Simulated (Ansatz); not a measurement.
# Which is lower?

Two relaxed structures of CH$_{5}$AlGe, singlet (PBE0-D4/def2-TZVP; forces vanish, vibrations not checked).

A:

```csv
atom,x (Å),y (Å),z (Å)
C1,-0.7345,0.1783,-0.4662
Al2,0.3919,1.4668,0.3768
Ge3,0.8253,-0.9412,0.3408
H4,-1.6914,-0.1022,-0.0284
H5,-0.7680,0.0868,-1.5509
H6,0.7227,2.9557,0.7622
H7,1.8006,0.4377,-0.1628
H8,0.6904,0.2105,1.6680
```

B:

C1  (-0.563, 0.318, -0.709)
Al2  (0.119, 1.243, 0.848)
Ge3  (0.568, -1.025, 0.341)
H4  (-1.620, 0.052, -0.782)
H5  (-0.179, 0.544, -1.706)
H6  (0.143, 2.623, 1.619)
H7  (1.783, -1.530, -0.457)
H8  (-0.252, -2.225, 0.846)
(Å)

Computed with Ansatz 0.2.0 (basis: def2-TZVPP); correlated methods freeze the cores. Filled d shells of the heavier atoms are correlated. The def2 sets are not built for correlating such inner shells, so the correlated values are less sure here. B3LYP uses VWN-RPA correlation.

Which structure is lower at CCSD(T), and by how much? (An estimate is asked for; the value comes from the calculation.)

By the calculation: A, by 56.1 kJ/mol (electronic energy, against the other). By their contacts, A is CH₅AlGe ([H]1[AlH]23[H][Ge]12[CH2]3) and B is CH₅AlGe ([CH2]1[AlH][GeH2]1).

All methods give the same order:

```json
{"method": "PBE-D4", "E(B) − E(A) (kJ/mol)": "70.1"}
{"method": "r2SCAN-D4", "E(B) − E(A) (kJ/mol)": "63.8"}
{"method": "PBE0-D4", "E(B) − E(A) (kJ/mol)": "63.9"}
{"method": "B3LYP-D4", "E(B) − E(A) (kJ/mol)": "67.8"}
{"method": "wB97M-V", "E(B) − E(A) (kJ/mol)": "69.3"}
{"method": "HF", "E(B) − E(A) (kJ/mol)": "44.8"}
{"method": "MP2", "E(B) − E(A) (kJ/mol)": "53.7"}
{"method": "CCSD", "E(B) − E(A) (kJ/mol)": "54.0"}
{"method": "CCSD(T)", "E(B) − E(A) (kJ/mol)": "56.1"}
```

T1 diagnostic: at most 0.014.

Labels in which every atom is bracketed show which atoms are joined, not bond orders.

For scale, one of the runs: CCSD(T)/def2-TZVPP, 191 basis functions, launched by `ansatz run in.yaml --threads 2 --pin off --events-out ev --progress --plain --max-ram 4352MiB`. The run took 49 s on 2 CPU threads of an Intel Xeon Platinum 8259CL (shared host), with 2 GiB of host memory at its peak.
